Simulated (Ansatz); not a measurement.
BFH (SMILES [BH]F) moved off its minimum; all values from Ansatz (an electronic-structure program), cores frozen in correlated methods. Open shells are unrestricted.
(charge 0, multiplicity 2)
```xyz
3

B     -0.57797     0.36682     0.07667
F      0.34599    -0.06533     0.02588
H     -1.70287    -0.08936    -0.04016
```

```
level                largest force (eV/Å)  on atom  rms difference from CCSD(T)/aug-cc-pVTZ (eV/Å)  dipole (D)
-------------------  --------------------  -------  ----------------------------------------------  ----------
HF/def2-TZVPP                       34.23       B1                                           0.458        1.27
PBE/def2-TZVPP                      34.54       B1                                           0.254        1.48
r2SCAN/def2-TZVPP                   34.40       B1                                           0.337        1.43
B3LYP/def2-TZVPP                    34.17       B1                                           0.451        1.40
wB97M-V/def2-TZVPP                  34.26       B1                                           0.411        1.44
MP2/aug-cc-pVTZ                     35.27       B1                                           0.085        1.42
CCSD(T)/aug-cc-pVTZ                 35.11       B1                                           0.000        1.41
```

The differences count from one level among others, with limits of its own. Forces at CCSD(T)/aug-cc-pVTZ (eV/Å):

```tsv
atom	Fx	Fy	Fz
B1	-31.333	15.734	1.919
F2	31.333	-15.247	-1.830
H3	-0.001	-0.487	-0.089
```
